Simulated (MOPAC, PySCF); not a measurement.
CH4N2Si, SMILES `[SiH](N)=C=N`, neutral singlet in the gas phase. 

Cartesian coordinates (Å):
SMILES: N=C=[SiH]N
```xyz
8

N      2.1861    -0.7389     0.5576
C      1.1949    -0.1037     0.3098
Si    -0.4707     0.5851     0.6831
N     -1.6719    -0.1005    -0.3459
H      2.9745    -0.8265    -0.0785
H     -0.2507     1.9975     0.2687
H     -2.1765    -0.9257    -0.0713
H     -1.7857     0.1128    -1.3235
```
Charge 0, multiplicity 1.

All levels are single points at this geometry (B3LYP-D3(BJ)/def2-TZVP); Pople sets use spherical d functions. Orbital energies aren't observables, and empty levels follow the basis.

B3LYP/LANL2DZ in PySCF gives HOMO (eV) = -5.42.

**Question.** Estimate the HOMO (eV) from each of these levels: B3LYP-D3(BJ)/def2-TZVP in PySCF; B3LYP/6-311+G** in PySCF; B3LYP/6-31G* in PySCF; BP86/6-31G* in PySCF; PBE/6-31G* in PySCF; SVWN5/6-31G* in PySCF; HF/3-21G in PySCF; HF/6-31G* in PySCF; HF/STO-3G in PySCF; AM1 in MOPAC; PM6 in MOPAC; PM7 in MOPAC.

**Answer.** 
```
level                            HOMO (eV)
-------------------------------  ---------
B3LYP-D3(BJ)/def2-TZVP in PySCF      -5.46
B3LYP/6-311+G** in PySCF             -5.53
B3LYP/6-31G* in PySCF                -5.22
BP86/6-31G* in PySCF                 -4.58
PBE/6-31G* in PySCF                  -4.47
SVWN5/6-31G* in PySCF                -4.54
HF/3-21G in PySCF                    -7.32
HF/6-31G* in PySCF                   -7.36
HF/STO-3G in PySCF                   -4.58
AM1 in MOPAC                         -7.40
PM6 in MOPAC                         -6.89
PM7 in MOPAC                         -8.04
```
